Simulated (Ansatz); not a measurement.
Stepwise reaction of `C[O][GeH2][O]C` with hydrogen, as a gas-phase model of exchange steps in deposition or etching. ΔE in kJ/mol; ΔG adds harmonic PBE0-D4 terms to CCSD(T)/CBS, at 1 bar.

Computed with Ansatz on PBE0-D4/def2-TZVP structures; ΔE is electronic, products minus reactants. CBS: MP2 limit from def2 TZ/QZ plus the TZ coupled-cluster correction, frozen cores. This one scheme is used for every species. DFT in def2-TZVPP. B3LYP here is the variant with VWN-RPA as its local correlation; programs differ in this. For Ge outer-core shells are correlated without core-valence functions, which leaves a few kJ/mol of doubt a bond. Scalar relativity is left out up to krypton. Each species was taken in one conformer, which may not be the lowest.

| step | reaction | PBE-D4 | B3LYP-D4 | ωB97M-V | CCSD(T)/CBS | ΔG(600 K) |
| --- | --- | --- | --- | --- | --- | --- |
| 1 | `C[O][GeH2][O]C` + H₂ → `C[O][GeH3]` + CH₃OH | 23.2 | 26.7 | 25.2 | 27.6 | 16.8 |
| 2 | `C[O][GeH3]` + H₂ → GeH₄ + CH₃OH | -2.0 | 1.5 | -0.7 | 1.2 | 5.8 |

(1) By hand: ΔE of the 2 steps together at CCSD(T)/CBS.

## Answers

(1) (27.6) + (1.2) = 28.8 kJ/mol, or 14.4 kJ/mol a step.

In ΔE each step is lower than the one before. ΔG lies between 5.8 and 16.8 kJ/mol a step. PBE-D4 differs from CCSD(T)/CBS by -4.4 to -3.2 kJ/mol a step. Only this route is followed, and other bonds may react first. Isolated molecules leave out the surface, adducts and barriers. Largest T1 diagnostic: 0.012.
